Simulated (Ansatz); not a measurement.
Geometry optimisation, RKS B3LYP-D4/def2-SVP (Ansatz 0.2.0).

input.yaml

```yaml
crystal:
  periodic: [false, false, false]
  atoms:
    - { symbol: Ge, position_ang: [-0.049524, 0.1961, 0.13916] }
    - { symbol: C, position_ang: [-0.020517, 0.128963, 2.102869] }
    - { symbol: H, position_ang: [-0.770506, -0.580528, 2.48094] }
    - { symbol: H, position_ang: [0.969463, -0.165648, 2.47624] }
    - { symbol: H, position_ang: [-0.255252, 1.122738, 2.514821] }
    - { symbol: H, position_ang: [1.373089, 0.051841, -0.442132] }
    - { symbol: H, position_ang: [-0.619606, 1.558264, -0.323514] }
    - { symbol: H, position_ang: [-0.941236, -0.913792, -0.455298] }
    - { symbol: H, position_ang: [0.824995, -2.304285, 0.906821] }
    - { symbol: H, position_ang: [0.728594, -1.997952, 1.548393] }
basis:
  gaussian: { orbitals: def2-SVP }
hamiltonian:
  xc: b3lyp
  dispersion: d4
relax:
  f_tol: 0.03
  max_steps: 50
```

Command:

```bash
$ ansatz run input.yaml --threads 2 --pin off --max-ram 3072MiB --backend cpu --events-out ev --progress --plain --runs-dir out
```

Q: Where does it end, and by what steps?

A: The forces met the threshold. The force dipped under the threshold on the way, but the program's further checks kept it going. After 28 steps the energy has fallen by 0.243 eV; H10 moved furthest, 1.21 Å.

| step | energy less start (eV) | largest force component (eV/Å) | accepted |
| --- | --- | --- | --- |
| 0 | 0.0000 | 1.438 | yes |
| 1 | -0.1378 | 0.166 | yes |
| 2 | -0.1801 | 0.106 | yes |
| 3 | -0.1973 | 0.082 | yes |
| 4 | -0.2112 | 0.055 | yes |
| 5 | -0.2161 | 0.099 | yes |
| 6 | -0.1952 | 0.757 | no |
| 7 | -0.2248 | 0.090 | yes |
| 8 | -0.2309 | 0.128 | yes |
| 9 | -0.2321 | 0.308 | yes |
| 10 | -0.2380 | 0.092 | yes |
| 11 | -0.2398 | 0.010 | yes |
| 12 | -0.1313 | 1.635 | no |
| 13 | -0.2394 | 0.136 | no |
| 14 | -0.2402 | 0.019 | yes |
| 15 | -0.2344 | 0.568 | no |
| 16 | -0.2402 | 0.184 | yes |
| 17 | -0.2408 | 0.068 | yes |
| 18 | -0.2415 | 0.003 | yes |
| 19 | -0.2393 | 0.320 | no |
| 20 | -0.2418 | 0.060 | yes |
| 21 | -0.2419 | 0.063 | yes |
| 22 | -0.2421 | 0.064 | yes |
| 23 | -0.2423 | 0.060 | yes |
| 24 | -0.2425 | 0.048 | yes |
| 25 | -0.2426 | 0.034 | yes |
| 26 | -0.2427 | 0.035 | yes |
| 27 | -0.2428 | 0.031 | yes |
| 28 | -0.2428 | 0.024 | yes |

```xyz
10
Properties=species:S:1:pos:R:3
Ge -0.135 0.324 0.171
C -0.184 0.381 2.136
H -1.225 0.380 2.492
H 0.333 -0.495 2.555
H 0.312 1.292 2.503
H 1.325 0.328 -0.333
H -0.865 1.551 -0.420
H -0.830 -0.955 -0.347
H 0.974 -2.832 0.840
H 1.536 -2.881 1.351
```

Run time: 56 s on 2 threads of Arm Neoverse V1, on a shared host, peak memory 0.17 GiB.
